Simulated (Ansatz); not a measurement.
C4H7FO3Ti (`[CH3][Ti-]1([OH])([F])[O]C=CC=[O+]1`). Charge 0, multiplicity 1.

Z-matrix (Å, degrees):
```
Ti
F 1 1.776
C 1 3.020 2 105.0
C 1 2.069 2 93.7 3 120.7
C 1 3.052 2 150.2 3 15.6
O 1 1.792 2 101.8 3 -127.6
O 1 1.995 2 87.8 3 -3.4
O 1 2.047 2 165.3 3 39.3
H 1 2.473 2 83.3 3 -127.2
C 3 1.383 1 97.5 2 168.6
H 3 1.095 1 143.7 2 -12.1
H 4 1.096 1 106.5 2 -83.7
H 4 1.092 1 108.7 2 33.9
H 4 1.090 1 111.6 2 156.6
H 5 1.097 1 145.5 2 160.9
H 10 1.080 3 119.9 1 179.9
```

**Question.** List the harmonic frequencies (cm⁻¹, unscaled) at PBE0-D4/def2-TZVP in Ansatz. (Best estimate.)

**Answer.** The calculation gave: 61, 62, 113, 125, 181, 205, 214, 227, 283, 291, 306, 315, 433, 443, 503, 508, 537, 592, 626, 715, 779, 802, 931, 1014, 1052, 1060, 1140, 1154, 1365, 1414, 1419, 1423, 1501, 1554, 1695, 3031, 3068, 3083, 3129, 3168, 3246, 3907.

**Question.** Is this a minimum?

**Answer.** Yes, all 42 modes are real.

**Question.** Give the ideal-gas thermochemistry at 298.15 K and 1 bar (rigid rotor, harmonic oscillator; point group C1, symmetry number 1).

**Answer.** Zero-point energy 285.2 kJ/mol; H(298) − E = 318.5 kJ/mol; entropy 441.7 J/(mol·K), of which translation 172.9, rotation 123.5, vibration 145.4; G(298) − E = 186.8 kJ/mol. Modes under 100 cm⁻¹ are hindered rotations or soft bends, so the harmonic entropy is rough.

**Question.** And at 400, 500, 600, 800 and 1000 K?

**Answer.** 
```csv
T (K),H − E (kJ/mol),S (J/mol/K),G − E (kJ/mol)
400,338.4,499.1,138.8
500,360.8,548.9,86.3
600,385.3,593.6,29.2
800,439.4,671.1,-97.5
1000,498.3,736.8,-238.5
```

**Question.** Rotational constants (cm⁻¹)?

**Answer.** 0.068, 0.03474, 0.03005.
